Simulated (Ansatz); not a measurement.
BiTe2⁺. Total charge 1; triplet. Geometry B3LYP-D4/def2-SVP, that of the neutral doublet; atoms count from 1.

```xyz
3

Bi   -0.0335    1.6636    0.0585
Te    0.4827   -0.7755   -1.3646
Te   -0.4492   -0.8882    1.3061
```

In the def2 sets Bi, Te take a core potential; there is no spin–orbit coupling. At PBE0-D4/def2-TZVP a singlet of charge 1 lies 0.07 eV below the triplet, each at its own geometry. The structure comes from a short search, and lower isomers may exist.

Question: Estimate the Mulliken populations from the PBE0/def2-TZVP orbitals of Ansatz.

Answer: 
```
atom  charge (e)  spin (α − β)
 Bi1        0.52          0.90
 Te2        0.24          0.55
 Te3        0.24          0.55
```
Mulliken values depend strongly on the basis.

Question: Where does the spin sit?

Answer: Summed by element: Bi 0.90, Te 1.10, of 2 unpaired in all. Largest on single atoms: Bi1 0.90, Te3 0.55, Te2 0.55.

Question: And the Mayer bond orders between heavy atoms (over 0.3)?

Answer: Bi1–Te2 1.04 (2.87 Å); Bi1–Te3 1.04 (2.87 Å); Te2–Te3 1.42 (2.83 Å).
